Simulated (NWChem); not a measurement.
## Polarisability of H3Al

SMILES: [AlH3]
```xyz
4

Al     0.0000     0.0000     0.0000
H      0.0000     0.0000     1.6008
H      1.3863     0.0000    -0.8004
H     -1.3863     0.0000    -0.8004
```
Charge 0, spin multiplicity 1.

Everything below was run with NWChem. The geometry was optimised at PBE/def2-SVP, a minimum by its harmonic frequencies.

Basis set: 6-31G*. The field's frequency is 0.0773 Ha (589 nm). This basis has no diffuse functions, which lowers polarisabilities.

B3LYP has NWChem's definition, with VWN1-RPA local correlation. The Pople sets run with spherical d functions. The structure started from a generated list of species.

Question: One of these methods gave an isotropic polarisability of 25.93 bohr³. Which?
A. PBE
B. HF
C. LDA (SVWN5)
D. B3LYP

Answer: C, LDA (SVWN5). The others give 22.22 (HF), 25.47 (PBE), 24.43 (B3LYP).
